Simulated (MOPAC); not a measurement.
MOPAC input (PM7):

```
PM7 FORCE THERMO(298,298) PRECISE LET UHF MS=0.5 GEO-OK AUX(PRECISION=9) THREADS=1
C2H8GeN

C    -1.84294066 1   -0.46148304 1    0.59399317 1
N    -0.61953280 1    0.29161356 1    0.40096440 1
C    -0.66878187 1    1.66518852 1    0.86141851 1
Ge    0.79343333 1   -0.39736537 1   -0.32368406 1
H    -2.68955375 1    0.00180575 1    0.05126821 1
H    -2.11296690 1   -0.52079729 1    1.66615892 1
H    -1.73384505 1   -1.49804762 1    0.21956375 1
H    -0.87728642 1    1.71730243 1    1.94759431 1
H    -1.45487886 1    2.23808770 1    0.33247515 1
H     0.29601206 1    2.17850247 1    0.68186931 1
H     0.78462729 1   -1.80076844 1   -0.77288629 1
H     2.00942615 1    0.41741849 1   -0.49365370 1
```

From the output:

```
     H   12   0.007418   0.004858   0.004858   0.011498   0.365212   2.747212

          HEAT OF FORMATION =      14.660242 KCALS/MOLE

          ZERO POINT ENERGY      55.491 KCAL/MOL

           NORMAL COORDINATE ANALYSIS (Total motion = 1 Angstrom)

   Root No.       1         2         3         4         5         6         7         8

                 1 A2      1 B1      2 B1      2 A2      1 B2      1 A1      3 B1      2 B2

                  44.4      71.8     249.2     252.5     261.6     341.4     481.9     494.1

           1    0.0000   -0.0000    0.0000   -0.0000    0.0511   -0.0083   -0.0000    0.0242
           2   -0.0000    0.0000   -0.0000    0.0000   -0.0471    0.0870    0.0000   -0.0037
           3   -0.0118    0.0033   -0.0358    0.0198    0.0000   -0.0000    0.0056    0.0000
           4    0.0000   -0.0000   -0.0000    0.0000    0.0520   -0.0035   -0.0000    0.0189
           5    0.0000    0.0000    0.0000    0.0000    0.0332    0.0055    0.0000    0.0121
           6    0.0000    0.0294    0.1323   -0.0000    0.0000   -0.0000    0.0089    0.0000
           7   -0.0000   -0.0000    0.0000    0.0000   -0.0212   -0.0754   -0.0000    0.0068
           8    0.0000    0.0000   -0.0000   -0.0000    0.0662    0.0442    0.0000    0.0235
           9    0.0118    0.0033   -0.0358   -0.0198   -0.0000   -0.0000    0.0056   -0.0000
          10   -0.0000    0.0000    0.0000   -0.0000   -0.0136    0.0192    0.0000   -0.0143
          11   -0.0000   -0.0000   -0.0000   -0.0000   -0.0087   -0.0300   -0.0000   -0.0091
          12   -0.0000   -0.0061   -0.0068    0.0000    0.0000    0.0000   -0.0169   -0.0000
          13    0.0129    0.0195    0.0907   -0.0173    0.0210    0.0259   -0.0029    0.0132
          14   -0.1386   -0.1335    0.0588   -0.0104   -0.0721    0.1171    0.0003   -0.0119
          15   -0.0976   -0.0823   -0.0420    0.0222   -0.0001    0.0008    0.0074    0.0003
          16   -0.0129   -0.0195   -0.0907    0.0173    0.0210    0.0259    0.0029    0.0132
          17    0.1385    0.1334   -0.0588    0.0105   -0.0721    0.1171   -0.0003   -0.0119
          18   -0.0977   -0.0824   -0.0420    0.0222    0.0002   -0.0008    0.0074   -0.0003
          19   -0.0000   -0.0000    0.0000   -0.0000    0.1047   -0.0753   -0.0000    0.0414
          20    0.0000    0.0000   -0.0000    0.0000   -0.0689    0.1164    0.0000   -0.0119
          21    0.1432    0.1513   -0.1458    0.0456    0.0001   -0.0000    0.0071    0.0000
          22    0.1202   -0.1128    0.0915    0.0168   -0.0565   -0.1171   -0.0009   -0.0052
          23   -0.0700    0.0739    0.0575    0.0112    0.0494    0.0258   -0.0028    0.0170
          24    0.0977   -0.0824   -0.0420   -0.0222   -0.0002   -0.0008    0.0074    0.0003
          25   -0.1202    0.1128   -0.0915   -0.0167   -0.0565   -0.1171    0.0009   -0.0052
          26    0.0701   -0.0739   -0.0575   -0.0113    0.0494    0.0258    0.0028    0.0170
          27    0.0976   -0.0823   -0.0420   -0.0222    0.0001    0.0008    0.0074   -0.0003
          28    0.0000   -0.0000    0.0000    0.0000   -0.0183   -0.0739   -0.0000    0.0066
          29   -0.0000    0.0000   -0.0000   -0.0000    0.1239    0.1173    0.0000    0.0426
          30   -0.1432    0.1513   -0.1458   -0.0456   -0.0001   -0.0000    0.0071   -0.0000
          31   -0.0000    0.0000    0.0000    0.0001   -0.1089   -0.0119   -0.0001    0.3396
          32    0.0000   -0.0000   -0.0000   -0.0001    0.0406   -0.0054    0.0001   -0.1643
          33    0.0050   -0.0117   -0.0170   -0.3746   -0.0000   -0.0000    0.4584    0.0001
          34    0.0000    0.0000    0.0000   -0.0001   -0.0090    0.0099   -0.0001   -0.0059
          35   -0.0000   -0.0000   -0.0000    0.0001   -0.1159    0.0085    0.0001    0.3772
          36   -0.0050   -0.0117   -0.0170    0.3746    0.0000    0.0000    0.4584   -0.0001

   Root No.       9        10        11        12        13        14        15        16

                 2 A1      3 A1      3 A2      4 A1      3 B2      4 B1      4 B2      4 A2

                 590.1     749.9    1079.3    1086.0    1090.1    1094.5    1264.4    1267.1

           1   -0.0547    0.0263   -0.0000    0.0692   -0.0220   -0.0000   -0.0044   -0.0000
           2   -0.0127   -0.0027    0.0000    0.0386    0.0386    0.0000   -0.0176    0.0000
           3   -0.0000    0.0000    0.0412    0.0000    0.0000    0.0386    0.0000    0.0171
           4   -0.0422    0.0127   -0.0000   -0.0257    0.0146    0.0000    0.0073    0.0000
           5    0.0661   -0.0199   -0.0000    0.0404    0.0093   -0.0000    0.0047    0.0000
           6   -0.0000    0.0000   -0.0000   -0.0000    0.0000   -0.0332    0.0000    0.0000
           7    0.0345   -0.0086   -0.0000   -0.0641    0.0258   -0.0000   -0.0178    0.0000
           8    0.0443   -0.0250   -0.0000   -0.0465   -0.0362    0.0000    0.0034   -0.0000
           9   -0.0000    0.0000   -0.0412    0.0000   -0.0000    0.0386   -0.0000   -0.0171
          10    0.0123   -0.0007    0.0000    0.0009    0.0002    0.0000   -0.0001   -0.0000
          11   -0.0192    0.0011    0.0000   -0.0015    0.0001   -0.0000   -0.0001   -0.0000
          12    0.0000   -0.0000    0.0000   -0.0000   -0.0000   -0.0003   -0.0000   -0.0000
          13   -0.0995    0.0381    0.1736   -0.0473   -0.1101    0.1593   -0.0595   -0.0823
          14   -0.0521    0.0089   -0.0048   -0.0528   -0.0759   -0.0120    0.1419   -0.1096
          15    0.0008   -0.0004   -0.0612   -0.0016   -0.0105   -0.0636    0.1119   -0.0174
          16   -0.0995    0.0381   -0.1736   -0.0473   -0.1101   -0.1593   -0.0595    0.0823
          17   -0.0521    0.0089    0.0047   -0.0528   -0.0759    0.0119    0.1419    0.1096
          18   -0.0009    0.0005   -0.0613    0.0016    0.0106   -0.0637   -0.1119   -0.0174
          19    0.0360   -0.0021    0.0000    0.2294    0.1682    0.0000    0.0860    0.0000
          20   -0.0504    0.0095   -0.0000   -0.0454   -0.0511   -0.0000   -0.0434   -0.0001
          21    0.0000   -0.0000   -0.0832    0.0001    0.0001   -0.0967    0.0000   -0.2041
          22    0.0892   -0.0241   -0.0689    0.0678   -0.1152    0.0563    0.1036    0.1341
          23    0.0683   -0.0308   -0.1595    0.0207   -0.0679    0.1495   -0.1137    0.0285
          24   -0.0009    0.0005    0.0613    0.0016   -0.0106   -0.0636    0.1119    0.0174
          25    0.0892   -0.0241    0.0688    0.0678   -0.1152   -0.0563    0.1036   -0.1341
          26    0.0683   -0.0308    0.1595    0.0207   -0.0679   -0.1495   -0.1138   -0.0284
          27    0.0009   -0.0004    0.0612   -0.0016    0.0105   -0.0636   -0.1119    0.0174
          28    0.0306   -0.0077   -0.0000   -0.0555    0.0245    0.0000   -0.0031   -0.0000
          29   -0.0539    0.0059    0.0000   -0.2272    0.1741   -0.0000    0.0963    0.0001
          30    0.0000   -0.0000    0.0832    0.0001   -0.0001   -0.0967   -0.0000    0.2041
          31   -0.0911   -0.3233    0.0000    0.0200   -0.0023   -0.0000   -0.0005   -0.0000
          32    0.0554    0.1863   -0.0000   -0.0034    0.0015    0.0000   -0.0003   -0.0000
          33   -0.0000   -0.0001   -0.0072    0.0000    0.0000    0.0041    0.0000   -0.0024
          34   -0.0119   -0.0328    0.0000   -0.0053    0.0004   -0.0000   -0.0005   -0.0000
          35    0.1059    0.3717    0.0000   -0.0196   -0.0027    0.0000   -0.0004   -0.0000
          36   -0.0000   -0.0001    0.0072    0.0000   -0.0000    0.0041   -0.0000    0.0024

   Root No.      17        18        19        20        21        22        23        24

                 5 A1      5 B1      6 A1      5 B2      7 A1      6 B2      7 B2      8 A1

                1268.9    1275.3    1329.2    1333.0    1408.8    1413.4    2051.2    2265.8

           1    0.0153    0.0000    0.0350   -0.1030    0.0257   -0.0066    0.0007    0.0009
           2   -0.0313   -0.0000   -0.0228   -0.0161    0.0026    0.0034    0.0009   -0.0004
           3    0.0000   -0.0150    0.0000   -0.0000   -0.0000   -0.0000   -0.0000   -0.0000
           4   -0.0135    0.0000   -0.0447    0.1136    0.0064   -0.0369   -0.0048   -0.0053
           5    0.0212   -0.0000    0.0700    0.0725   -0.0100   -0.0235   -0.0031    0.0083
           6   -0.0000   -0.0064   -0.0000    0.0000    0.0000   -0.0000   -0.0000   -0.0000
           7    0.0219    0.0000    0.0059   -0.0580   -0.0132    0.0003    0.0011   -0.0001
           8   -0.0271   -0.0000   -0.0413   -0.0867   -0.0223   -0.0074    0.0002   -0.0010
           9    0.0000   -0.0150    0.0000    0.0000   -0.0000    0.0000    0.0000    0.0000
          10    0.0004    0.0000    0.0017   -0.0008   -0.0002    0.0000   -0.0087   -0.0024
          11   -0.0007    0.0000   -0.0026   -0.0005    0.0003    0.0000   -0.0056    0.0037
          12    0.0000   -0.0000    0.0000   -0.0000    0.0000    0.0000    0.0000   -0.0000
          13   -0.0299    0.0903    0.1000    0.1220   -0.1385    0.1244   -0.0013    0.0003
          14    0.1633    0.1092   -0.0195    0.0387   -0.0459    0.0335    0.0010    0.0007
          15    0.1182    0.0134   -0.0465   -0.0515    0.0468   -0.0454    0.0008   -0.0023
          16   -0.0299   -0.0903    0.1000    0.1220   -0.1385    0.1243   -0.0013    0.0003
          17    0.1633   -0.1092   -0.0195    0.0388   -0.0460    0.0336    0.0010    0.0007
          18   -0.1183    0.0135    0.0465    0.0516   -0.0468    0.0454   -0.0008    0.0023
          19    0.0300   -0.0000   -0.1597   -0.0282   -0.1445    0.1757   -0.0002    0.0004
          20   -0.0244    0.0001    0.0600   -0.0124    0.0676   -0.0767   -0.0039    0.0032
          21    0.0000    0.1965   -0.0001   -0.0000   -0.0000    0.0000   -0.0000   -0.0000
          22   -0.1355    0.1371   -0.0245    0.0866    0.1000    0.0828    0.0003   -0.0008
          23    0.0959    0.0359   -0.0989    0.0943    0.1062    0.0986   -0.0016    0.0000
          24   -0.1183    0.0135    0.0465   -0.0516   -0.0468   -0.0454    0.0008    0.0023
          25   -0.1355   -0.1371   -0.0244    0.0865    0.1000    0.0828    0.0003   -0.0008
          26    0.0959   -0.0359   -0.0989    0.0944    0.1062    0.0987   -0.0016    0.0000
          27    0.1182    0.0134   -0.0465    0.0515    0.0468    0.0454   -0.0008   -0.0023
          28    0.0094   -0.0000    0.0129   -0.0232   -0.0005    0.0045   -0.0036   -0.0031
          29   -0.0375    0.0001    0.1701   -0.0204    0.1596    0.1917    0.0014    0.0010
          30    0.0000    0.1965   -0.0001    0.0000   -0.0000   -0.0000    0.0000    0.0000
          31    0.0059   -0.0000    0.0205    0.0203   -0.0019   -0.0057    0.1970   -0.2440
          32    0.0001    0.0000    0.0025    0.0051   -0.0005   -0.0012    0.4414   -0.4178
          33    0.0000    0.0006    0.0000   -0.0000    0.0000   -0.0000   -0.0001    0.0001
          34   -0.0026   -0.0000   -0.0109    0.0132    0.0013   -0.0034    0.4833    0.4817
          35   -0.0054    0.0000   -0.0175    0.0163    0.0015   -0.0047   -0.0073    0.0453
          36    0.0000    0.0006    0.0000    0.0000    0.0000    0.0000    0.0001    0.0001

   Root No.      25        26        27        28        29        30

                 5 A2      8 B2      6 B1      9 A1     10 A1      9 B2

                2636.1    2639.9    2640.0    2643.2    2746.3    2747.1

           1    0.0000    0.0005    0.0000    0.0006    0.0115   -0.0111
           2   -0.0000   -0.0237   -0.0000    0.0242    0.0006   -0.0009
           3   -0.0268    0.0000   -0.0267   -0.0000    0.0000    0.0000
           4   -0.0000   -0.0008    0.0000   -0.0015    0.0021   -0.0050
           5   -0.0000   -0.0005   -0.0000    0.0024   -0.0032   -0.0032
           6   -0.0000    0.0000   -0.0030   -0.0000    0.0000   -0.0000
           7   -0.0000   -0.0213    0.0000   -0.0222   -0.0054   -0.0055
```
